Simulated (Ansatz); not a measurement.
`BOC[SiH2]C` + HBr → `C[SiH2]CBr` + `BO` at 400 K and 1 bar (substitution at a C–O bond).

Gas-phase electronic energies from Ansatz, PBE0-D4/def2-TZVP geometries. CCSD(T)/CBS adds triple-zeta CCSD(T) − MP2 to the extrapolated MP2 energy (def2 sets, frozen cores). This one scheme is used for every species. For Br outer-core shells are correlated without core-valence functions, which leaves a few kJ/mol of doubt a bond. Scalar relativity is left out up to krypton. Each species was taken in one conformer, which may not be the lowest.

```json
{"species": "`BOC[SiH2]C`", "CCSD(T)/CBS energy (Eh)": "-470.59670", "H − E (kJ/mol)": "319.7", "S (J/(mol·K))": "401.2"}
{"species": "HBr", "CCSD(T)/CBS energy (Eh)": "-2573.91920", "H − E (kJ/mol)": "27.6", "S (J/(mol·K))": "207.2"}
{"species": "`C[SiH2]CBr`", "CCSD(T)/CBS energy (Eh)": "-2942.73033", "H − E (kJ/mol)": "245.6", "S (J/(mol·K))": "379.4"}
{"species": "`BO`", "CCSD(T)/CBS energy (Eh)": "-101.80414", "H − E (kJ/mol)": "108.2", "S (J/(mol·K))": "244.0"}
```

H − E and S are ideal-gas, rigid-rotor, harmonic terms from PBE0-D4/def2-TZVP, for one conformer and one mirror image of each species. 1 Eh = 2625.50 kJ/mol, R = 8.31446 J/(mol·K).

Q: By hand: ΔE, ΔH, ΔS and ΔG.

A: ΔE = (-2942.73033) + (-101.80414) − (-470.59670) − (-2573.91920) = -0.01857 Eh = -48.8 kJ/mol. Δ(H − E) = 245.6 + 108.2 − 319.7 − 27.6 = 6.5, so ΔH = -42.3 kJ/mol. ΔS = 379.4 + 244.0 − 401.2 − 207.2 = 15.0 J/(mol·K). ΔG = -42.3 − 400 × (15.0)/1000 = -48.3 kJ/mol.

Q: By hand: the equilibrium constant, and the temperature at which ΔG would vanish if ΔH and ΔS stayed fixed.

A: log₁₀ K = −ΔG/(RT ln 10) = 6.3. ΔH and −TΔS have one sign here, so there is no such temperature.

ΔH outweighs TΔS. A doubt of 5 kJ/mol in ΔE shifts log₁₀ K by 0.7 here. Other conformers and mirror images would add mixing entropy, several J/(mol·K) or more a flexible species. These are equilibria of isolated gas molecules and say nothing of rates. Largest T1 diagnostic: 0.014 (customary marks: 0.02 for closed shells, 0.045 for open ones).
